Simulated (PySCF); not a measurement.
**Excitation energy of Ru²⁺ by level of theory**

Ru²⁺ [Kr] 4d6 (5D) → Ru²⁺ [Kr] 4d5 5s1 (7S), as a difference of total energies. Calculation: PySCF 2.14, in ANO-RCC-VTZP; the spin-free X2C one-electron Hamiltonian (Gaussian nucleus). Correlated levels: valence: [Kr] frozen; valence and next inner shell: [Ar] 3d10 frozen. The calculations carry no spin-orbit coupling.

| method | excitation energy (eV) |
| --- | --- |
| UHF | 2.766 |
| LDA | 3.389 |
| PBE | 3.424 |
| PBE0 | 3.499 |
| r2SCAN | 3.218 |
| B3LYP | 3.675 |
| BLYP | 3.615 |
| B97-3 | 4.046 |
| MP2 (valence) | 3.425 |
| SCS-MP2 (valence) | 4.041 |
| MP2 (valence and next inner shell) | 3.118 |
| SCS-MP2 (valence and next inner shell) | 3.500 |

Question: How much does correlation contribute at MP2 (valence and next inner shell)?

Answer: 3.118 − (2.766) = 0.352 eV, measured against UHF.

A first-order spin-orbit estimate (lowest level to lowest level, LS coupling) adds 0.142 eV.

The basis was made for the ground configuration and has no added diffuse functions, so the excitation energy can come out too high.
